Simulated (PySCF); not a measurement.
Compound: C7H14 (charge +1 and doublet state).
Structure used (GFN2-xTB), in Å, numbered top down from 1:
```
atom  x, y, z in Å
C1    -2.1256   -1.5004   -0.3065
C2    -1.7633   -0.2550   -0.6521
C3    -0.9737    0.6665    0.2033
C4    -0.7484    2.0297   -0.4125
C5     0.2748    0.0537    0.8399
C6     1.3370   -0.2799   -0.2440
C7     2.5274   -0.9535    0.3879
H8    -1.9590   -1.9029    0.6807
H9    -2.6155   -2.1567   -1.0071
H10   -2.0765    0.1395   -1.6116
H11   -1.6301    0.8214    1.0875
H12   -0.1491    1.9445   -1.3212
H13   -1.6907    2.4921   -0.7020
H14   -0.2250    2.6919    0.2726
H15    0.7114    0.7519    1.5538
H16    0.0335   -0.8737    1.3608
H17    1.6383    0.6596   -0.7115
H18    0.8774   -0.9263   -0.9940
H19    2.2773   -1.9293    0.8000
H20    3.2867   -1.1208   -0.3826
H21    2.9843   -0.3356    1.1583
```

The hyperfine couplings belong to this conformer and change with its torsions.

As a line formula: `[CH2+][CH][C@H](C)CCC` [radical] (charge +1).

Method used: PySCF 2.14.0, UKS B3LYP, pcH-1 on C H, non-relativistic, mean-field spin-orbit, GIAO. Isolated species at its GFN2-xTB geometry (one conformer only). The geometry wasn't refined by DFT: couplings that depend on bond lengths, twists or pyramidal angles can differ widely from those at the functional's own minimum, by a factor of two or more for some ions and for spin on atoms past the first row. No stability test was run, so a lower SCF solution isn't excluded.

Q: What is the g tensor, term by term?

A: 
```csv
Δg (ppm),1,2,3
relativistic mass correction,-143,-143,-143
gauge correction,3,20,14
orbital Zeeman/spin–orbit,13,1466,2804
total,-127,1342,2675
```

So g = 2.00219, 2.00366, 2.00499 and g_iso = 2.00362; the tensor is rhombic: the two nearest values differ by 48 % of g3 − g1. Axes: g3 points within 3° of the C1–C2 bond.

Q: How much does each term add to the isotropic shift?

A: The orbital-Zeeman/spin–orbit term 1428, the mass correction -143 and the gauge correction 12 ppm, for a total of 1297 ppm. The orbital-Zeeman/spin–orbit term is the largest in size. The mass correction is the same along every axis, so the anisotropy comes from the other two: their spans along these axes are 17 (gauge) and 2791 ppm (orbital Zeeman/spin–orbit).

Q: At 9.436 GHz, how far is the centre of the isotropic spectrum from where a free electron (g = 2.002319) resonates?

A: B = hν/(g μB) with μB/h = 13.99624 MHz/mT gives 336.70 mT for the free electron and 336.48 mT at g_iso, 0.22 mT lower.

Q: What are the electron Larmor frequencies g μB B/h along the three axes at 330 mT?

A: 9.2476, 9.2544, 9.2606 GHz for g1, g2 and g3, a range of 12.9 MHz.

Q: In a frozen sample, at which fields do the three g values resonate at 9.5, 34, 94 and 263 GHz (hyperfine left aside), and which band first spreads them over more than twice a line width of 0.3 mT?

A: 
```json
{"band": "X", "GHz": "9.5", "B(g3) mT": "338.53", "B(g2) mT": "338.76", "B(g1) mT": "339.01", "spread mT": "0.47"}
{"band": "Q", "GHz": "34.0", "B(g3) mT": "1211.59", "B(g2) mT": "1212.39", "B(g1) mT": "1213.28", "spread mT": "1.70"}
{"band": "W", "GHz": "94.0", "B(g3) mT": "3349.68", "B(g2) mT": "3351.91", "B(g1) mT": "3354.37", "spread mT": "4.69"}
{"band": "J", "GHz": "263.0", "B(g3) mT": "9371.97", "B(g2) mT": "9378.21", "B(g1) mT": "9385.09", "spread mT": "13.11"}
```

The spread grows in proportion to the frequency. Q band is the first where it exceeds 0.6 mT.

The Mulliken spin populations are largest on C1 (+0.47), C2 (+0.19), H11 (+0.12) and C5 (+0.08).

The HOMO–LUMO gaps are 6.42 eV among the α and 2.08 eV among the β orbitals.

The SMILES draws the unpaired electron on C2; the largest computed Mulliken spin population is on C1 (0.47 against 0.19).
